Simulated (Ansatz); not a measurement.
Two isomers of C2H6FNSi: A = `N/C=C(\F)[SiH3]`, B = `C=NC(F)[SiH3]`.

Isolated molecules relaxed with PBE0-D4/def2-TZVP in Ansatz; ΔE leaves out vibrations. CBS: MP2 limit from def2 TZ/QZ plus the TZ coupled-cluster correction, frozen cores. Functionals use def2-TZVPP. One conformer a species, not always the lowest.

Which is lower in electronic energy at CCSD(T)/CBS, and by how much? (Best estimate.)

The calculation gave: A, by 8.2 kcal/mol.

Give E(B) − E(A) in kcal/mol with HF/def2-TZVPP, CCSD/def2-TZVPP, BLYP-D4, B2PLYP, r2SCAN-D4, CCSD(T)/def2-SVP, CCSD(T)/def2-TZVPP. (An estimate is asked.)

Ansatz gave: HF/def2-TZVPP 7.1, CCSD/def2-TZVPP 6.8, BLYP-D4 7.8, B2PLYP 8.2, r2SCAN-D4 9.7, CCSD(T)/def2-SVP 3.7, CCSD(T)/def2-TZVPP 6.7. None reverses the order clearly.

Does the order hold for the free energy at 298.15 K (harmonic terms from PBE0-D4)? (Best estimate.)

Computed: Yes: G(B) − G(A) = +7.4 kcal/mol, for one conformer each.

Largest T1 diagnostic: 0.013.

Leaving LDA and LC-ωPBE aside and taking each functional with its dispersion term where it has one, the values, not all of them listed here, spread over 2.4 kcal/mol, from ωB97X-V to r2SCAN0-D4. LDA lies +2.5 kcal/mol from PBE without D4. At CCSD(T), def2-SVP lies −4.5 kcal/mol from the extrapolated value and def2-TZVPP −1.4 kcal/mol.
